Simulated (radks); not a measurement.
Values are calculated unless marked as measured or tabulated.
Problem. Species: Pd. Configuration: [Kr] 4d10. Code: a radial shooting solver on a logarithmic mesh with Libxc functionals. Model: scalar-relativistic Kohn-Sham, SCAN, spin-polarised, spherical densities, finite nucleus; meta-GGA in the generalised Kohn-Sham scheme; Fermi nuclear charge, rms radius 4.5318 fm. Some entries of the table are withheld. Estimate them.

orbital  occ.  eigenvalue (eV)  <1/r> (bohr^-1)  <r> (bohr)
1s          2              (1)            48.23     0.03186
2s          2        -3549.890            10.96      0.1382
2p          6        -3179.172            10.58      0.1206
3s          2        -645.8889            3.839      0.3783
3p          6        -522.8719            3.651      0.3781
3d         10        -328.4359            3.418         (2)
4s          2         -87.8430            1.443      0.9502
4p          6         -52.7794            1.292       1.046
4d         10          -4.0632           0.8846       1.579

Solution. 
(1) 1s eigenvalue (eV): -24213.83
(2) 3d <r> (bohr): 0.3576
